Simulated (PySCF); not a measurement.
Job file and geometry (Å, from GFN2-xTB) of an NMR shielding run on N-isopropylethylenediamine, C5H14N2, GIAO PBE0/pcSseg-1 NMR shielding, non-relativistic, gas phase in PySCF 2.14.0, density-fitted response routines; density fitting, a coarse starting grid and PySCF grid level 2 are the driver's defaults:

```
$ OMP_NUM_THREADS=1 python probes_run.py task.json out

{"job": {"kind": "nmr", "xc": "PBE0", "basis": "pcSseg-1"}, "charge": 0, "multiplicity": 1}
C     -1.582401     1.404568    -1.370238
C     -1.006539     0.049776    -0.961136
C     -2.115707    -0.861036    -0.418010
N      0.080552     0.283383    -0.026433
C      0.919255    -0.857352     0.282668
C      2.128875    -0.386409     1.105514
N      2.924163     0.636213     0.454640
H     -0.789635     2.046406    -1.744740
H     -2.332689     1.279672    -2.146295
H     -2.046174     1.892424    -0.515476
H     -0.562335    -0.426008    -1.844807
H     -2.567466    -0.418511     0.468612
H     -1.718740    -1.838785    -0.154545
H     -2.889262    -0.999405    -1.168820
H     -0.286292     0.683443     0.833021
H      0.398444    -1.656892     0.836925
H      1.266888    -1.277630    -0.667809
H      2.773715    -1.241985     1.322240
H      1.778297     0.025704     2.056700
H      3.305057     0.270902    -0.413124
H      2.313074     1.408465     0.205387
```

Q: What does the program print?

A: 
```
coarse grid: 16240 points
cycle   1  E = -307.9415833640  dE =  5.657e-01  |g| = 5.067e-01  |ddm| = 3.768e+00
cycle   2  E = -307.9296130170  dE =  1.197e-02  |g| = 5.745e-01  |ddm| = 9.843e-01
cycle   3  E = -308.0060164512  dE = -7.640e-02  |g| = 5.589e-02  |ddm| = 5.349e-01
cycle   4  E = -308.0065110045  dE = -4.946e-04  |g| = 2.559e-02  |ddm| = 5.950e-02
cycle   5  E = -308.0066479368  dE = -1.369e-04  |g| = 5.301e-03  |ddm| = 2.244e-02
cycle   6  E = -308.0066535479  dE = -5.611e-06  |g| = 1.297e-03  |ddm| = 4.638e-03
final grid: 153232 points
cycle   7  E = -308.0455369879  dE = -4.963e-05  |g| = 1.020e-02  |ddm| = 3.274e-02
cycle   8  E = -308.0455295477  dE =  7.440e-06  |g| = 1.173e-02  |ddm| = 1.877e-02
cycle   9  E = -308.0455627952  dE = -3.325e-05  |g| = 6.320e-04  |ddm| = 9.995e-03
cycle  10  E = -308.0455628667  dE = -7.142e-08  |g| = 2.680e-04  |ddm| = 6.641e-04
cycle  11  E = -308.0455628815  dE = -1.485e-08  |g| = 3.614e-05  |ddm| = 2.075e-04
cycle  12  E = -308.0455628817  dE = -2.406e-10  |g| = 1.311e-05  |ddm| = 3.803e-05
converged SCF energy = -308.0455628817

GIAO shielding tensors (ppm)
atom      isotropic    diamagn.    paramagn.     s11        s22        s33       span
  0 C      159.372     246.888     -87.516    137.664    153.009    187.442     49.778
  1 C      132.891     242.827    -109.937    118.160    122.018    158.494     40.334
  2 C      163.849     249.405     -85.556    140.154    164.315    187.077     46.922
  3 N      193.254     324.437    -131.183    144.189    189.993    245.579    101.390
  4 C      129.332     247.433    -118.101    116.824    126.788    144.383     27.559
  5 C      138.062     245.506    -107.444    118.050    140.753    155.383     37.332
  6 N      232.874     318.433     -85.559    201.368    225.770    271.485     70.117
  7 H       30.213      30.428      -0.215     26.014     28.393     36.231     10.216
  8 H       30.567      29.392       1.175     26.233     28.137     37.331     11.098
  9 H       30.901      30.892       0.009     28.106     29.021     35.575      7.468
 10 H       29.147      32.952      -3.806     26.168     28.143     33.128      6.960
 11 H       31.440      31.569      -0.129     28.735     29.059     36.526      7.792
 12 H       29.813      31.603      -1.789     24.820     29.390     35.231     10.411
 13 H       30.672      30.049       0.624     26.438     28.118     37.461     11.024
 14 H       32.695      38.039      -5.344     25.117     34.381     38.587     13.470
 15 H       28.443      32.991      -4.548     23.120     29.211     32.997      9.877
 16 H       29.753      33.393      -3.640     25.780     28.756     34.722      8.943
 17 H       28.782      29.014      -0.233     23.602     28.103     34.640     11.037
 18 H       29.223      30.495      -1.272     24.199     28.854     34.615     10.416
 19 H       31.874      32.131      -0.257     26.084     28.226     41.312     15.228
 20 H       29.640      34.078      -4.438     21.598     29.611     37.709     16.111
```

Q: Turn these shieldings into chemical shifts. Scale: $^{13}$C (186.93 ppm), $^{1}$H (31.72 ppm) against TMS; NH3 for $^{15}$N (267.73 ppm) (reference shieldings calculated alike).

A: Averaging equivalent atoms: C 4: 57.6; C 1: 54.0; C 5: 48.9; C 0/2: 25.3; N 3: 74.5; N 6: 34.9; H 17/18: 2.71; H 15/16: 2.62; H 10: 2.57; H 7/8/9/11/12/13: 1.12; H 19/20: 0.96; H 14: -0.98 ppm. Experimental scales use liquid or dissolved standards, which lie at an offset from isolated NH3 (liquid NH3: subtract about 20 ppm).

Size and cost of the density-fitted run: 189 basis functions, 39 s wall time on 1 thread of an Intel Xeon Platinum 8259CL, shared host; peak memory 0.84 GiB.
